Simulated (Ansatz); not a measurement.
System: CH$_{2}$N, charge 0, multiplicity 2. It need not be the lowest isomer of its formula. 
Geometry from a B3LYP-D3(BJ)/def2-TZVP (Ansatz, a quantum-chemistry and plane-wave program) optimisation:
SMILES: [CH][NH]
```xyz
4

C      0.0330     0.0062    -0.6452
N     -0.0307    -0.0059     0.5805
H      0.9162     0.2940    -1.2272
H     -0.8993    -0.2899     1.0349
```
Charge 0, spin multiplicity 2.

Atomisation energy built up term by term with Ansatz (kcal/mol; UHF references for open shells; valence terms freeze the core; atomic spin-orbit terms are left out). CBS(X,Y): correlation extrapolated as X^-3; Hartree-Fock from the larger set.

```json
[
 {"term": "Hartree-Fock", "basis": "def2-QZVPPD", "kcal/mol": "218.00"},
 {"term": "CCSD correlation", "basis": "CBS(def2-TZVPPD,def2-QZVPPD)", "kcal/mol": "107.59"},
 {"term": "(T)", "basis": "CBS(def2-TZVPPD,def2-QZVPPD)", "kcal/mol": "8.57"},
 {"term": "CCSDT - CCSD(T)", "basis": "cc-pVDZ", "kcal/mol": "0.29"},
 {"term": "(Q)", "basis": "cc-pVDZ", "kcal/mol": "0.58"},
 {"term": "core correlation", "basis": "cc-pwCVTZ", "kcal/mol": "1.54"},
 {"term": "scalar relativity (X2C)", "basis": "cc-pVTZ-DK against cc-pVTZ", "kcal/mol": "-0.32"},
 {"term": "sum: De", "basis": "", "kcal/mol": "336.3"}
]
```

(T) makes 2.6 % of the CCSD(T) atomisation energy; under 5 % is typical of single-reference molecules.
